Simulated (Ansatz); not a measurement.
`[CH3][Ge]([F])([F])[F]` + HI → `[F][Ge]([F])([F])[I]` + CH₄ at 400 K and 1 bar (ligand exchange at a Ge–C bond).

Isolated molecules relaxed with PBE0-D4/def2-TZVP in Ansatz; ΔE leaves out vibrations. CCSD(T)/CBS is the MP2 limit (def2-TZVPP, def2-QZVPP) plus CCSD(T) − MP2 in def2-TZVPP, frozen cores. This one scheme is used for every species. Elements past krypton have def2 core potentials. For Ge, I outer-core shells are correlated without core-valence functions, which leaves a few kJ/mol of doubt a bond. Scalar relativity is left out up to krypton.

| species | CCSD(T)/CBS energy (Eh) | H − E (kJ/mol) | S (J/(mol·K)) |
| --- | --- | --- | --- |
| `[CH3][Ge]([F])([F])[F]` | -2415.48494 | 146.9 | 368.7 |
| HI | -298.03592 | 25.7 | 215.0 |
| `[F][Ge]([F])([F])[I]` | -2673.08048 | 49.7 | 373.9 |
| CH₄ | -40.46206 | 131.3 | 197.2 |

H − E and S are ideal-gas, rigid-rotor, harmonic terms from PBE0-D4/def2-TZVP. 1 Eh = 2625.50 kJ/mol, R = 8.31446 J/(mol·K).

Question: By hand: ΔE, ΔH, ΔS and ΔG.

Answer: ΔE = (-2673.08048) + (-40.46206) − (-2415.48494) − (-298.03592) = -0.02168 Eh = -56.9 kJ/mol. Δ(H − E) = 49.7 + 131.3 − 146.9 − 25.7 = 8.4, so ΔH = -48.5 kJ/mol. ΔS = 373.9 + 197.2 − 368.7 − 215.0 = -12.6 J/(mol·K). ΔG = -48.5 − 400 × (-12.6)/1000 = -43.5 kJ/mol.

Question: By hand: the equilibrium constant, and the temperature at which ΔG would vanish if ΔH and ΔS stayed fixed.

Answer: log₁₀ K = −ΔG/(RT ln 10) = 5.7. ΔG = 0 at ΔH/ΔS = 3849 K, far beyond where these terms or the molecules hold.

The number of gas molecules stays the same, so ΔS is small and ΔH decides. A doubt of 5 kJ/mol in ΔE shifts log₁₀ K by 0.7 here. These are equilibria of isolated gas molecules and say nothing of rates. Largest T1 diagnostic: 0.012 (customary marks: 0.02 for closed shells, 0.045 for open ones).
